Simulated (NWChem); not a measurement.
Molecule: C$_{2}$H$_{3}$F$_{2}$NSi; SMILES F[C@H]1N=C[Si@@H]1F

```xyz
9

F     -1.1949    -1.8568    -0.1162
C     -0.3594    -0.9365     0.4574
N      1.0655    -1.1745     0.1351
C      1.5344     0.0067    -0.1556
Si    -0.1514     0.8203    -0.3300
F     -0.5845     2.2208     0.4089
H     -0.4803    -0.9780     1.5634
H      2.6167     0.1677    -0.3170
H     -0.6216     0.9141    -1.7526
```
Atoms are numbered in this order, from 1.

Level: PBE-D3(BJ)/def2-SVP (NWChem), optimised geometry, unscaled harmonic frequencies. 

| frequency (cm⁻¹) | IR intensity (km/mol) |
|---|---|
| 148 | 11.9 |
| 173 | 12.9 |
| 229 | 1.0 |
| 331 | 4.3 |
| 486 | 6.6 |
| 547 | 10.0 |
| 643 | 24.8 |
| 698 | 40.9 |
| 774 | 16.2 |
| 799 | 34.0 |
| 872 | 20.7 |
| 890 | 165.9 |
| 950 | 37.3 |
| 1100 | 64.2 |
| 1139 | 84.6 |
| 1223 | 9.1 |
| 1300 | 28.1 |
| 1533 | 8.7 |
| 2176 | 104.4 |
| 2982 | 9.9 |
| 3083 | 9.8 |

The zero-point energy is 31.5 kcal/mol and the thermal correction to the enthalpy at 298.15 K (with zero-point energy) comes out as 35.9 kcal/mol. The heat capacity Cv is 21.1 cal/(mol K) and the entropy at 298.15 K and 1 atm (symmetry number 1) is 78.3 cal/(mol K). The dipole moment comes out as 1.43 D.

Rigid rotor and harmonic oscillator.
